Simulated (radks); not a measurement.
Initial-state core-level shifts of the thallium ion Tl2+ when its valence configuration changes from [Xe] 4f14 5d10 6s1. Calculated with a radial shooting solver on a logarithmic mesh with Libxc functionals: non-relativistic Kohn-Sham, SCAN, spin-polarised, spherical densities, point nucleus; open shells are filled with parallel spins first (spin-orbit coupling, left out, can overturn this in heavy ions); meta-GGA in the generalised Kohn-Sham scheme; relativity is left out, which matters for an element this heavy. Shifts are changes of the shell-averaged eigenvalues in eV (positive: less bound); the change of the density at the nucleus, which sets a Mossbauer isomer shift, is in e/bohr^3, on a base of 3.817e+05.

valence                     1s       4s       5s       5p  density at nucleus
4f13 5d10 6s1 6p1      -21.617  -20.534   -9.802   -9.003              +34.44
4f14 5d9 6s1 6p1        -6.654   -6.627   -5.995   -5.774               +6.99
4f12 5d10 6s1 6p2      -43.968  -41.484  -19.641  -18.051              +70.97
4f13 5d10 6p2          -22.797  -21.722  -11.002  -10.194               +5.25
4f14 5d9.5 6s1 6p0.5    -3.333   -3.323   -3.021   -2.913               +3.49
4f14 5d10 6s0.5 6p0.5   -0.614   -0.617   -0.633   -0.632              -13.58
4f13.5 5d10 6s1 6p0.5  -10.715  -10.214   -4.893   -4.492              +17.11
